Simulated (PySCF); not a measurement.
C3H4BNO2, SMILES OB1CC(=O)N=C1. Atoms are numbered in the order given.

```xyz
11

O      0.4276    -2.3907     0.0000
C      0.1460    -1.2280     0.0000
C      1.1185    -0.0533     0.0000
B      0.1443     1.1714     0.0000
O      0.4642     2.4749     0.0000
C     -1.2951     0.4882     0.0000
N     -1.2350    -0.7951     0.0000
H      1.7809    -0.1148     0.8788
H      1.7809    -0.1148    -0.8788
H     -0.2955     3.0677     0.0000
H     -2.2937     0.9546     0.0000
```
Charge 0, spin multiplicity 1.

Geometry optimised at PBE0-D3(BJ)/def2-SVP. This is a generated structure with no PubChem entry under its InChIKey; it may be hypothetical. Other conformers were not sampled.

Level of theory: PySCF with PBE/pcSseg-1.

GIAO shieldings, no solvent; atoms alike by connectivity are averaged. δ = σ(ref) − σ: ¹⁷O against H2O (σ = 334.3 ppm); ¹³C against TMS (σ = 182.0 ppm); ¹¹B against BF3 (σ = 83.9 ppm); ¹⁵N against NH3 (σ = 267.0 ppm); ¹H against TMS (σ = 31.49 ppm), references at their B3LYP-D3(BJ)/def2-TZVP geometries, non-relativistic.

```csv
atoms,nucleus,count,δ (ppm)
O1,¹⁷O,1,650.6
O5,¹⁷O,1,…
C6,¹³C,1,203.2
C2,¹³C,1,…
C3,¹³C,1,23.0
B4,¹¹B,1,34.9
N7,¹⁵N,1,…
H11,¹H,1,9.65
H10,¹H,1,…
"H8, H9",¹H,2,…
```

Problem. Fill in the missing entries. (The exact figures need the calculation; the answer reports its results.)

Solution. 
- O5, δ (ppm): 171.8
- H10, δ (ppm): 5.89
- N7, δ (ppm): 502.6
- H8, H9, δ (ppm): 1.83
- C2, δ (ppm): 196.2
